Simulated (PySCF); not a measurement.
CH₅NO₂Si₂, SMILES C(#N)O[SiH2][SiH2]O.

The structure is a stationary point at PBE-D3(BJ)/def2-SVP. The structure was generated by enumeration, and PubChem lists no compound with its InChIKey, so it may never have been made. Other conformers were not sampled.

These are TDA-PBE/def2-SVPD (PySCF) values and carry that method's errors.

Vertical excitations. Isolated molecule, no solvent.

Computed UV-visible absorptions:
```json
[
 {"state": "S1", "energy (eV)": "4.70", "λ (nm)": "264", "f": "0.002", "main pairs": "HOMO→LUMO 98 %"},
 {"state": "S2", "energy (eV)": "5.09", "λ (nm)": "244", "f": "0.004", "main pairs": "HOMO−1→LUMO 93 %"},
 {"state": "S3", "energy (eV)": "5.37", "λ (nm)": "231", "f": "0.001", "main pairs": "HOMO−2→LUMO 95 %"},
 {"state": "S4", "energy (eV)": "5.60", "λ (nm)": "222", "f": "0.012", "main pairs": "HOMO−3→LUMO 92 %"},
 {"state": "S5", "energy (eV)": "6.04", "λ (nm)": "205", "f": "0.006", "main pairs": "HOMO−4→LUMO 99 %"},
 {"state": "S6", "energy (eV)": "6.18", "λ (nm)": "201", "f": "0.006", "main pairs": "HOMO→LUMO+1 97 %"},
 {"state": "S7", "energy (eV)": "6.42", "λ (nm)": "193", "f": "0.002", "main pairs": "HOMO→LUMO+2 93 %"},
 {"state": "S8", "energy (eV)": "6.54", "λ (nm)": "189", "f": "0.005", "main pairs": "HOMO−1→LUMO+1 56 %, HOMO→LUMO+3 33 %"},
 {"state": "S9", "energy (eV)": "6.56", "λ (nm)": "189", "f": "0.010", "main pairs": "HOMO→LUMO+3 58 %, HOMO−1→LUMO+1 32 %"},
 {"state": "S10", "energy (eV)": "6.67", "λ (nm)": "186", "f": "0.004", "main pairs": "HOMO−5→LUMO 97 %"},
 {"state": "T1", "energy (eV)": "4.52", "λ (nm)": "274", "f": "0", "main pairs": "HOMO→LUMO 93 %"},
 {"state": "T2", "energy (eV)": "4.78", "λ (nm)": "259", "f": "0", "main pairs": "HOMO−1→LUMO 87 %"},
 {"state": "T3", "energy (eV)": "5.14", "λ (nm)": "241", "f": "0", "main pairs": "HOMO−2→LUMO 84 %"},
 {"state": "T4", "energy (eV)": "5.24", "λ (nm)": "237", "f": "0", "main pairs": "HOMO−3→LUMO 83 %, HOMO−2→LUMO 13 %"}
]
```
Triplets are in the Tamm–Dancoff approximation.
